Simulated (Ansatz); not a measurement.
`FC[SiH](F)[AlH2]` + HCl → `[AlH2][Cl]` + `FC[SiH2]F` at 500 K and 1 bar (cleavage of the Al–Si bond).

Program: Ansatz. Geometries: PBE0-D4/def2-TZVP. ΔE: electronic, gas phase. CCSD(T)/CBS is the MP2 limit (def2-TZVPP, def2-QZVPP) plus CCSD(T) − MP2 in def2-TZVPP, frozen cores. This one scheme is used for every species. Each species was taken in one conformer, which may not be the lowest.

```
           species  CCSD(T)/CBS energy (Eh)  H − E (kJ/mol)  S (J/(mol·K))
`FC[SiH](F)[AlH2]`               -771.76241           195.6          447.2
               HCl               -460.38127            32.5          201.9
      `[AlH2][Cl]`               -703.04476            61.1          282.3
       `FC[SiH2]F`               -529.16787           166.0          357.9
```

H − E and S are ideal-gas, rigid-rotor, harmonic terms from PBE0-D4/def2-TZVP, for one conformer and one mirror image of each species. 1 Eh = 2625.50 kJ/mol, R = 8.31446 J/(mol·K).

Q: By hand: ΔE, ΔH, ΔS and ΔG.

A: ΔE = (-703.04476) + (-529.16787) − (-771.76241) − (-460.38127) = -0.06895 Eh = -181.0 kJ/mol. Δ(H − E) = 61.1 + 166.0 − 195.6 − 32.5 = -1.0, so ΔH = -182.0 kJ/mol. ΔS = 282.3 + 357.9 − 447.2 − 201.9 = -8.9 J/(mol·K). ΔG = -182.0 − 500 × (-8.9)/1000 = -177.6 kJ/mol.

Q: By hand: the equilibrium constant, and the temperature at which ΔG would vanish if ΔH and ΔS stayed fixed.

A: log₁₀ K = −ΔG/(RT ln 10) = 18.6. ΔG = 0 at ΔH/ΔS = 20449 K, far beyond where these terms or the molecules hold.

The number of gas molecules stays the same, so ΔS is small and ΔH decides. A doubt of 5 kJ/mol in ΔE shifts log₁₀ K by 0.5 here. Other conformers and mirror images would add mixing entropy, several J/(mol·K) or more a flexible species. These are equilibria of isolated gas molecules and say nothing of rates. Largest T1 diagnostic: 0.012 (customary marks: 0.02 for closed shells, 0.045 for open ones).
